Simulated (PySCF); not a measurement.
PySCF input for F₅Ta, SMILES [F][Ta-]([F])([F])([F])[F] (connectivity only; charge and spin as stated), charge -1, multiplicity 2, PBE0-D3(BJ)/def2-SVPD. The structure is a stationary point at PBE0-D3(BJ)/def2-SVPD. The spin state was assumed, not searched. The def2 effective core potentials stand for the cores of Ta; spin–orbit coupling is left out.

```python
import numpy as np
from pyscf import gto, scf, dft, df
from pyscf.hessian import thermo

mol = gto.M(
    atom='''
    Ta   -0.01655296    0.02922423   -0.00136271
    F    -0.29938202    0.17321921    1.91873880
    F     0.05662144    0.30809868   -1.92575554
    F     1.81182530   -0.59091544   -0.21420102
    F    -0.97195308    1.71474253   -0.03092974
    F    -0.46284880   -1.84218593    0.26320055
    ''',
    basis='def2-SVPD',
    ecp={'Ta': 'def2-svp'},
    charge=-1,
    spin=1,
    max_memory=1600,
    verbose=3,
)
mf = dft.UKS(mol, xc='pbe0').density_fit(auxbasis='def2-universal-jkfit')
mf.disp = 'd3bj'
mf.grids.level = 3
mf.conv_tol = 1e-11
mf.max_cycle = 100
mf.kernel()
fine, coarse = mf.grids, dft.Grids(mol).set(level=1).build(with_non0tab=True)
for _ in range(3):  # follow internal instabilities
    mf.grids = coarse
    mo, _, stable, _ = mf.stability(return_status=True, nroots=4)
    mf.grids = fine
    if stable:
        break
    mf.kernel(mf.make_rdm1(mo, mf.mo_occ))

# [left out here: the lines that compute and print the analytic Hessian (its translational invariance restored by hand, since the grid's response is missing), thermochemistry and intensities]
```

Program output:

```

WARN: HOMO -0.432847438450692 >= LUMO -0.43284743845069

converged SCF energy = -555.789139802214  <S^2> = 0.75159337  2S+1 = 2.0015927
<class 'pyscf.df.df_jk.DFUKS'> wavefunction is stable in the internal stability analysis

WARN: DFTD3 does not support analytical Hessian, using finite difference


WARN: Mole.unit (angstrom) is changed to Bohr

Mode                                 0                   1                   2
Irrep
Freq [cm^-1]                       -4.5215            141.8078            149.1339
Reduced mass [au]                  19.1887             20.1755             24.4301
Force const [Dyne/A]               -0.0002              0.2390              0.3201
Char temp [K]                      -6.5054            204.0299            214.5705
Normal mode                   x     y     z       x     y     z       x     y     z
       0  Ta                -0.00 -0.00 -0.01    0.01 -0.02  0.00    0.03  0.02  0.01
       1   F                 0.11  0.04  0.01   -0.11  0.04 -0.01   -0.07 -0.02  0.00
       2   F                 0.09  0.08  0.01    0.02  0.11  0.01   -0.06 -0.05  0.00
       3   F                -0.01 -0.05  0.03    0.00  0.02 -0.11   -0.00 -0.07 -0.05
       4   F                -0.12 -0.07  0.00    0.01 -0.02 -0.00   -0.10 -0.06 -0.04
       5   F                -0.05  0.02  0.03   -0.02  0.01  0.11   -0.06  0.03 -0.06
Mode                                 3                   4                   5
Irrep
Freq [cm^-1]                      181.8025            216.4156            246.9159
Reduced mass [au]                  19.0220             22.1150             20.7678
Force const [Dyne/A]                0.3704              0.6103              0.7460
Char temp [K]                     261.5734            311.3738            355.2570
Normal mode                   x     y     z       x     y     z       x     y     z
       0  Ta                -0.00  0.00  0.00   -0.01 -0.01  0.03   -0.01  0.02 -0.00
       1   F                -0.03  0.07 -0.02    0.04  0.06  0.03   -0.00 -0.11  0.01
       2   F                -0.04  0.06  0.02    0.07 -0.00  0.03    0.10 -0.06 -0.01
       3   F                -0.04 -0.13  0.02   -0.01  0.03 -0.10   -0.05 -0.06 -0.07
       4   F                -0.01  0.02 -0.00    0.02  0.01 -0.10   -0.01  0.02 -0.00
       5   F                 0.13 -0.04 -0.03    0.01 -0.03 -0.10    0.08  0.02  0.07
Mode                                 6                   7                   8
Irrep
Freq [cm^-1]                      289.9860            529.3956            538.6008
Reduced mass [au]                  19.1177             19.0127             20.5864
Force const [Dyne/A]                0.9472              3.1395              3.5186
Char temp [K]                     417.2253            761.6824            774.9266
Normal mode                   x     y     z       x     y     z       x     y     z
       0  Ta                -0.00 -0.00 -0.01    0.00 -0.00 -0.00   -0.02 -0.01 -0.01
       1   F                -0.04  0.10 -0.01   -0.02  0.02  0.12   -0.01 -0.00  0.07
       2   F                 0.07 -0.08 -0.01   -0.00  0.02 -0.12   -0.01 -0.00  0.06
       3   F                 0.00  0.00 -0.04   -0.07  0.01  0.02    0.13 -0.04 -0.01
       4   F                -0.02 -0.01  0.16    0.05 -0.09  0.00    0.01  0.00 -0.01
       5   F                 0.00  0.00 -0.04    0.03  0.06 -0.02    0.03  0.14 -0.01
Mode                                 9                  10                  11
Irrep
Freq [cm^-1]                      575.2638            587.2517            623.0863
Reduced mass [au]                  22.5681             22.5887             19.0726
Force const [Dyne/A]                4.4003              4.5898              4.3627
Char temp [K]                     827.6765            844.9244            896.4825
Normal mode                   x     y     z       x     y     z       x     y     z
       0  Ta                 0.01  0.01 -0.03    0.02 -0.03  0.00   -0.00  0.00 -0.00
       1   F                -0.02  0.01  0.13    0.00  0.00  0.02   -0.01  0.01  0.10
       2   F                -0.01 -0.02  0.13   -0.00  0.00 -0.02    0.00  0.01 -0.10
       3   F                -0.06  0.02  0.01   -0.08  0.03  0.01    0.10 -0.04 -0.01
       4   F                -0.00  0.00 -0.00   -0.08  0.15 -0.00   -0.05  0.08 -0.00
       5   F                -0.02 -0.06  0.01    0.02  0.08 -0.01   -0.02 -0.11  0.01
temperature 298.1500 [K]
pressure 101325.00 [Pa]
Rotational constants [GHz] 2.43157 2.42792 1.68122
Symmetry number 1
Zero-point energy (ZPE) 0.00929 [Eh]   24401.785 [J/mol]
                           tot       elec      trans        rot        vib
Entropy [J/mol/K]       366.170      5.763    178.839    116.621     64.947
Cv [J/mol/K]             93.697      0.000     12.472     12.472     68.753
Cp [J/mol/K]            102.011      0.000     20.786     12.472     68.753
Internal energy [J/mol]                      3718.434   3718.434  35535.626
Internal energy [Eh]   -555.77277  -555.78914
Enthalpy [J/mol]                             6197.391   3718.434  35535.626
Enthalpy [Eh]          -555.77183
Gibbs free energy [J/mol]                  -47123.458 -31052.104  16171.801
Gibbs free energy [Eh] -555.81341
mode   freq/cm-1   IR/(km/mol)
   1       -4.52         2.076
   2      141.81        13.727
   3      149.13         8.383
   4      181.80         0.050
   5      216.42        29.841
   6      246.92        15.040
   7      289.99         1.757
   8      529.40         1.837
   9      538.60       102.900
  10      575.26       279.955
  11      587.25       256.042
  12      623.09         7.398
max |gradient| / (hartree/bohr): 0.0002227551427328302
APT charges: [ 2.6412 -0.7542 -0.7523 -0.7254 -0.6856 -0.7237]
```

Self-consistency was reached.

Cost: roughly 11 core-minutes.
